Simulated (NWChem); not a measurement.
The numbers come from NWChem runs, not from measurements. System: C3H8N, charge 0, spin multiplicity 2, at a geometry optimised with UPBE0/def2-SVP. The structure started from a generated list of species. Its SCF solution wasn't tested for a lower state. Level: UHF/def2-TZVP.

Job file:

```
start mol
memory heap 200 mb stack 900 mb global 1100 mb
geometry units angstroms nocenter noautoz
  C     -1.210357     0.762694     0.000000
  N     -0.158446    -0.130493     0.000000
  C      0.593320    -0.284152    -1.215818
  C      0.593320    -0.284152     1.215818
  H     -1.756364     0.875284     0.939394
  H     -1.756364     0.875284    -0.939394
  H      1.303282     0.550938    -1.392920
  H     -0.091776    -0.331044    -2.075331
  H      1.170569    -1.221623    -1.189305
  H     -0.091776    -0.331044     2.075331
  H      1.170569    -1.221623     1.189305
  H      1.303282     0.550938     1.392920
  symmetry group Cs
end
basis spherical
  * library def2-tzvp
end
scf
  uhf
  nopen 1
  maxiter 100
  thresh 1e-7
  semidirect memsize 60000000 filesize 0
  # guess.movecs holds the orbitals of an unrestricted PBE0 run
  vectors input guess.movecs output mol.movecs
end
task scf energy
```

Output (cleaned and shortened):

```
             Northwest Computational Chemistry Package (NWChem) 7.3.0
             --------------------------------------------------------

                                NWChem Input Module
                                -------------------

 Scaling coordinates for geometry "geometry" by  1.889725989
 (inverse scale =  0.529177249)

 Turning off AUTOSYM since
 SYMMETRY directive was detected!

                             Geometry "geometry" -> ""
                             -------------------------

 Output coordinates in angstroms (scale by  1.889725989 to convert to a.u.)

  No.       Tag          Charge          X              Y              Z
 ---- ---------------- ---------- -------------- -------------- --------------
    1 C                    6.0000    -1.21035700     0.76269400     0.00000000
    2 N                    7.0000    -0.15844600    -0.13049300     0.00000000
    3 C                    6.0000     0.59332000    -0.28415200    -1.21581800
    4 C                    6.0000     0.59332000    -0.28415200     1.21581800
    5 H                    1.0000    -1.75636400     0.87528400     0.93939400
    6 H                    1.0000    -1.75636400     0.87528400    -0.93939400
    7 H                    1.0000     1.30328200     0.55093800    -1.39292000
    8 H                    1.0000    -0.09177600    -0.33104400    -2.07533100
    9 H                    1.0000     1.17056900    -1.22162300    -1.18930500
   10 H                    1.0000    -0.09177600    -0.33104400     2.07533100
   11 H                    1.0000     1.17056900    -1.22162300     1.18930500
   12 H                    1.0000     1.30328200     0.55093800     1.39292000

 Effective nuclear repulsion energy (a.u.)     130.5796109124

            Nuclear Dipole moment (a.u.)
            ----------------------------
        X                 Y               Z
 ---------------- ---------------- ----------------
    -0.0000037795    -0.0000018897    -0.0000000000

      Symmetry information
      --------------------

 Group name             Cs
 Group number              2
 Group order               2
 No. of unique centers     7

      Symmetry unique atoms

     1    2    3    5    7    8    9


 Summary of "ao basis" -> "" (spherical)
 ------------------------------------------------------------------------------
       Tag                 Description            Shells   Functions and Types
 ---------------- ------------------------------  ------  ---------------------
 *                         def2-tzvp                  on all atoms

 Summary of "ao basis" -> "ao basis" (spherical)
 ------------------------------------------------------------------------------
       Tag                 Description            Shells   Functions and Types
 ---------------- ------------------------------  ------  ---------------------
 C                         def2-tzvp                11       31   5s3p2d1f
 N                         def2-tzvp                11       31   5s3p2d1f
 H                         def2-tzvp                 4        6   3s1p

                                 NWChem SCF Module
                                 -----------------

  ao basis        = "ao basis"
  functions       =   172
  atoms           =    12
  alpha electrons =    17
  beta  electrons =    16
  charge          =   0.00
  wavefunction    = UHF
  use symmetry    = T
  symmetry adapt  = T

 Summary of "ao basis" -> "ao basis" (spherical)
 ------------------------------------------------------------------------------
[...]
    36     -0.570194   2 N  s                12     -0.466987   1 C  px

 Vector   18  Occ=0.000000D+00  E= 1.489847D-01  Symmetry=a'
              MO Center= -4.7D-01, -5.2D-02, -6.3D-14, r^2= 7.7D+00
   Bfn.  Coefficient  Atom+Function         Bfn.  Coefficient  Atom+Function
  ----- ------------  ---------------      ----- ------------  ---------------
    67      2.974575   3 C  s                98      2.974575   4 C  s
   145     -1.443217   8 H  s               157     -1.443217  10 H  s
    36     -1.031224   2 N  s               151     -0.945063   9 H  s
   163     -0.945063  11 H  s               139     -0.693347   7 H  s
   169     -0.693347  12 H  s                13      0.637470   1 C  py

 Vector   19  Occ=0.000000D+00  E= 1.830454D-01  Symmetry=a"
              MO Center=  7.4D-01, -1.9D-01,  2.3D-15, r^2= 1.0D+01
   Bfn.  Coefficient  Atom+Function         Bfn.  Coefficient  Atom+Function
  ----- ------------  ---------------      ----- ------------  ---------------
    67      5.333319   3 C  s                98     -5.333319   4 C  s
   139     -1.844189   7 H  s               169      1.844189  12 H  s
   145     -1.667074   8 H  s               157      1.667074  10 H  s
   151     -1.592356   9 H  s               163      1.592356  11 H  s
    45      0.952725   2 N  pz               66     -0.489402   3 C  s

 center of mass
 --------------
 x =  -0.04042434 y =   0.00815271 z =   0.00000000

 moments of inertia (a.u.)
 ------------------
         240.117435395139          68.926754060171           0.000000000000
          68.926754060171         326.655243049249          -0.000000000000
           0.000000000000          -0.000000000000         190.388912151700

  Mulliken analysis of the total density
  --------------------------------------

    Atom       Charge   Shell Charges
 -----------   ------   -------------------------------------------------------
    1 C    6     6.25   0.85  1.12  0.49  0.64  0.16  1.20  1.26  0.44  0.02  0.06  0.01
    2 N    7     7.19   0.82  1.16  0.48  0.87  0.10  1.52  1.79  0.36  0.01  0.08  0.01
    3 C    6     6.21   0.85  1.12  0.48  0.66  0.10  1.23  1.32  0.33  0.03  0.08  0.01
    4 C    6     6.21   0.85  1.12  0.48  0.66  0.10  1.23  1.32  0.33  0.03  0.08  0.01
    5 H    1     0.88   0.26  0.50  0.10  0.02
    6 H    1     0.88   0.26  0.50  0.10  0.02
    7 H    1     0.91   0.27  0.49  0.13  0.02
    8 H    1     0.89   0.27  0.50  0.10  0.02
    9 H    1     0.89   0.27  0.50  0.11  0.02
   10 H    1     0.89   0.27  0.50  0.10  0.02
   11 H    1     0.89   0.27  0.50  0.11  0.02
   12 H    1     0.91   0.27  0.49  0.13  0.02

  Mulliken analysis of the alpha density
  --------------------------------------

    Atom       Charge   Shell Charges
 -----------   ------   -------------------------------------------------------
    1 C    6     3.65   0.43  0.56  0.26  0.35  0.12  0.76  0.82  0.31  0.01  0.03  0.00
    2 N    7     3.64   0.41  0.58  0.25  0.44  0.04  0.80  0.92  0.14  0.01  0.04  0.00
    3 C    6     3.09   0.43  0.56  0.24  0.33  0.05  0.61  0.66  0.16  0.01  0.04  0.00
    4 C    6     3.09   0.43  0.56  0.24  0.33  0.05  0.61  0.66  0.16  0.01  0.04  0.00
    5 H    1     0.41   0.13  0.23  0.04  0.01
    6 H    1     0.41   0.13  0.23  0.04  0.01
    7 H    1     0.47   0.13  0.25  0.07  0.01
    8 H    1     0.45   0.13  0.25  0.05  0.01
    9 H    1     0.45   0.13  0.25  0.05  0.01
   10 H    1     0.45   0.13  0.25  0.05  0.01
   11 H    1     0.45   0.13  0.25  0.05  0.01
   12 H    1     0.47   0.13  0.25  0.07  0.01

   Mulliken analysis of the beta density
   -------------------------------------

    Atom       Charge   Shell Charges
 -----------   ------   -------------------------------------------------------
    1 C    6     2.60   0.43  0.56  0.22  0.30  0.04  0.44  0.44  0.12  0.01  0.03  0.00
    2 N    7     3.55   0.41  0.58  0.24  0.43  0.06  0.71  0.86  0.21  0.00  0.04  0.00
    3 C    6     3.12   0.43  0.56  0.24  0.33  0.05  0.62  0.67  0.17  0.01  0.04  0.00
    4 C    6     3.12   0.43  0.56  0.24  0.33  0.05  0.62  0.67  0.17  0.01  0.04  0.00
    5 H    1     0.48   0.14  0.27  0.06  0.01
    6 H    1     0.48   0.14  0.27  0.06  0.01
    7 H    1     0.44   0.13  0.24  0.06  0.01
    8 H    1     0.44   0.13  0.25  0.05  0.01
    9 H    1     0.45   0.13  0.25  0.05  0.01
   10 H    1     0.44   0.13  0.25  0.05  0.01
   11 H    1     0.45   0.13  0.25  0.05  0.01
   12 H    1     0.44   0.13  0.24  0.06  0.01

   Mulliken analysis of the spin density
   -------------------------------------

    Atom       Charge   Shell Charges
 -----------   ------   -------------------------------------------------------
    1 C    6     1.04   0.00 -0.00  0.04  0.05  0.08  0.31  0.38  0.19 -0.00  0.00 -0.00
    2 N    7     0.09   0.00 -0.00  0.01  0.01 -0.02  0.09  0.06 -0.07  0.00  0.01  0.00
    3 C    6    -0.03  -0.00  0.00 -0.00 -0.00 -0.00 -0.01 -0.01 -0.01  0.00  0.00  0.00
    4 C    6    -0.03  -0.00  0.00 -0.00 -0.00 -0.00 -0.01 -0.01 -0.01  0.00  0.00  0.00
    5 H    1    -0.07  -0.01 -0.04 -0.02  0.00
    6 H    1    -0.07  -0.01 -0.04 -0.02  0.00
    7 H    1     0.02   0.00  0.01  0.02 -0.00
    8 H    1     0.00   0.00  0.00  0.00 -0.00
    9 H    1    -0.00  -0.00 -0.00 -0.00 -0.00
   10 H    1     0.00   0.00  0.00  0.00 -0.00
   11 H    1    -0.00  -0.00 -0.00 -0.00 -0.00
   12 H    1     0.02   0.00  0.01  0.02 -0.00

       Multipole analysis of the density wrt the origin
       ------------------------------------------------

     L   x y z        total         alpha         beta         nuclear
     -   - - -        -----         -----         ----         -------
     0   0 0 0      0.000000    -17.000000    -16.000000     33.000000

     1   1 0 0      0.250873      1.017666     -0.766789     -0.000004
     1   0 1 0     -0.208112     -0.888021      0.679912     -0.000002
     1   0 0 1      0.000000      0.000000      0.000000     -0.000000

     2   2 0 0    -20.042536    -58.149806    -53.004472     91.111742
     2   1 1 0     -0.641931     22.212011     19.480954    -42.334896
     2   1 0 1     -0.000000     -0.000000     -0.000000      0.000000
     2   0 2 0    -21.712710    -31.077833    -26.065318     35.430441
     2   0 1 1      0.000000      0.000000      0.000000      0.000000
     2   0 0 2    -18.544830    -71.785632    -71.128033    124.368834

 Task  times  cpu:       34.8s     wall:       34.8s

 Total times  cpu:       34.8s     wall:       34.8s
```
